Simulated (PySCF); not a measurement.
Compound: C₃H₁₃PSi₃.
Numbering: `[CH2:1]=[C:2]([CH3:3])[SiH2:4][P:5]([SiH3:6])[SiH3:7]` (hydrogens: H8, H9 on C1; H10, H11, H12 on C3; H13, H14 on Si4; H15, H16, H17 on Si6; H18, H19, H20 on Si7)

Structure used (PBE0-D3(BJ)/def2-SVP), in Å, numbered top down from 1:
```xyz
20
C3H13PSi3 angstrom
C     -1.7136   -0.7737   -1.8093
C     -1.9941   -0.2794   -0.5961
C     -3.2997   -0.5381    0.1015
Si    -0.7390    0.7905    0.3093
P      1.2202    0.7987   -0.8183
Si     2.3671    2.1007    0.6244
Si     1.9867   -1.1965   -0.0882
H     -0.7620   -0.5716   -2.3128
H     -2.4332   -1.3992   -2.3523
H     -3.8401    0.4036    0.2979
H     -3.1409   -1.0166    1.0823
H     -3.9566   -1.1893   -0.4958
H     -1.2151    2.2074    0.4049
H     -0.5759    0.2856    1.7124
H      2.1949    1.6914    2.0540
H      3.8161    2.0170    0.2708
H      1.8947    3.5077    0.4614
H      1.8945   -1.3466    1.3982
H      1.1859   -2.2753   -0.7388
H      3.4174   -1.3243   -0.4994
```

Linear response at CAM-B3LYP/def2-SVPD (PySCF, frozen core in the response, non-relativistic). The structure is a single PBE0-D3(BJ)/def2-SVP conformer in the gas phase; no vibrational or solvent corrections.

Static isotropic polarisability: 150.06 au (22.24 Å³), principal values 126.2, 150.5, 173.5 au.

Problem. What is the polarisability at 1064 nm and at the sodium D line?

Solution. 151.82 au at 1064 nm (+1.2 %), 156.02 au at 589.3 nm (+4.0 %). The rise at 589.3 nm is 3.38 times that at 1064 nm; a pure ω² law gives 3.26. The lowest singlet lies at 200 nm, shorter than both wavelengths.

Problem. What is the isotropic C6 coefficient between two such molecules, C6 = (3/π)∫α(iω)² dω?

Solution. 7427 au (Eh·bohr⁶) by a ten-point quadrature over imaginary frequencies, which is 4440 eV·Å⁶ or 428 J·nm⁶/mol.

Problem. Which effective excitation energy ω̄ makes London's formula C6 = (3/4)α²ω̄ exact here?

Solution. ω̄ = 4·C6/(3α²) = 0.440 Eh = 12.0 eV. A one-pole form α(ω) = α/(1 − ω²/ω̄²) fitted to the 1064 nm value gives 10.8 eV. London's choice of the ionisation energy (8.93 eV, ΔSCF at the same level) gives C6 = 5540 au, 25 % too low.

Problem. What n − 1 at the D line would an ideal gas of it have at 273.15 K and 1 atm (2.6868 × 10¹⁹ cm⁻³), by n − 1 = 2π·N·α′?

Solution. 39.03 × 10⁻⁴, a formal value whether or not that pressure can be reached.

Problem. The lowest 10 singlets have (eV, f): 6.19, 0.005; 6.23, 0.036; 6.32, 0.007; 6.39, 0.041; 6.43, 0.044; 6.72, 0.011; 6.80, 0.149; 6.91, 0.083; 7.07, 0.001; 7.21, 0.007. What share of the static polarisability do they carry in the sum over states α = Σ f/ω²?

Solution. 6.42 au, 4.3 % of α; the largest term, 2.39 au, is that of the state at 6.80 eV. Their oscillator strengths add up to 0.38. Higher states carry the rest.

Problem. What three-body coefficient follows from the one-pole estimate C9 = (3/4)·α·C6?

Solution. 836000 au. This is an estimate from the two numbers above, not a computed integral.
